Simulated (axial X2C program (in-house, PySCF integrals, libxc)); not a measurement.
## SrH: from Re and ωe to a spectrum

A bond curve at the PBE0 level, 2c, was computed with an axial X2C code built on PySCF integrals (basis Sr dyall-v3z [13s12p8d3f], H dyall-v3z [6s2p1d] (cores contracted in-house)) for the state Ω = 1/2 (⟨Sz⟩ = 0.50, ⟨Lz⟩ = 0.00 at PBE0). Its fit gives Re = 2.1305 Å, ωe = 1213.0 cm⁻¹, ωexe = 16.8 cm⁻¹ and αe = 8.006e-02 cm⁻¹; the masses are 87.9056 and 1.0078 u. Two-component means X2C with spin–orbit coupling and atomic mean-field Coulomb and Gaunt terms.

Question: Find the reduced mass, Be and the force constant.

Answer: From the PBE0 values: μ = 0.9964 u. Be = 16.8576/(μ Re²) = 3.727 cm⁻¹. k = 5.8918×10⁻⁷ μ ωe² = 0.864 mdyn/Å.

Question: Scale the constants to the deuteride (D 2.0141 u) within the Born–Oppenheimer picture.

Answer: ρ = √(μH/μD) = 0.7114; ωe = 862.9, ωexe = 8.5, Be = 1.886 cm⁻¹; the zero-point energy falls by 173 cm⁻¹.

Question: Where do the fundamental and the first overtone lie?

Answer: ν(1←0) = ωe − 2ωexe = 1179.4 cm⁻¹; ν(2←0) = 2ωe − 6ωexe = 2325.2 cm⁻¹.

Question: The dipole moment p changes by 2.93 D/Å at Re. What harmonic infrared intensity follows?

Answer: I = 42.256 × (dp/dR)²/μ = 360 km/mol.

Question: A Morse curve ties αe to the other constants (Pekeris). How well does that hold?

Answer: αe(Morse) = 6Be²/ωe × (√(ωexe/Be) − 1) = 7.718e-02 cm⁻¹; the PBE0 curve gives 8.006e-02 cm⁻¹, a ratio of 0.96.

The state is a single determinant with fixed occupations, the lowest that a limited PBE0 search found. Density functionals use the spin component along the axis (collinear).
